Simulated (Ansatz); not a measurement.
Reaction (silylene loss): `C=CC[Si](F)(F)F` → `C=CCF` + `F[Si]F`

Program: Ansatz. Geometries: PBE0-D4/def2-TZVP. ΔE: electronic, gas phase. CBS: MP2 limit from def2 TZ/QZ plus the TZ coupled-cluster correction, frozen cores. This one scheme is used for every species. DFT in def2-TZVPP. B3LYP here is the variant with VWN-RPA as its local correlation; programs differ in this. Each species was taken in one conformer, which may not be the lowest.

| level | ΔE (kJ/mol) |
| --- | --- |
| r2SCAN0-D4 | 418.7 |
| BHLYP-D4 | 401.5 |
| ωB97M-V | 378.4 |
| PBE | 358.0 |
| r2SCAN | 405.4 |
| B3LYP | 359.4 |
| HF/def2-TZVPP | 388.9 |
| CCSD(T)/def2-TZVPP | 391.6 |

Task: What does CCSD(T)/CBS give? (An estimate is asked.)

Result: Ansatz gave: +398.3 kJ/mol. The listed levels differ from it by 20.4, 3.2, -19.9, -40.3, 7.1, -38.9, -9.4, -6.7 kJ/mol.

Task: What do rigid-rotor, harmonic-oscillator terms from PBE0-D4/def2-TZVP frequencies (298.15 K, 1 bar) make of the CCSD(T)/CBS value? (Estimate.)

Result: Ansatz gave: ΔZPE = -6.4 kJ/mol, ΔH = +393.3 kJ/mol, ΔS = 161 J/(mol·K), ΔG = +345.2 kJ/mol. Modes under 50 cm⁻¹ make the entropy rough.

Largest T1 diagnostic among the species: 0.015.

At CCSD(T), def2-SVP lies −42.6 kJ/mol from the extrapolated value and def2-TZVPP −6.7 kJ/mol. From PBE to PBE0 (25 % exact exchange), in def2-TZVPP and without D4, ΔE moves by +25.7 kJ/mol.

CCSD(T)/CBS has its own doubt, a few kJ/mol and more with outer-core shells, so smaller differences from it don't rank the levels.
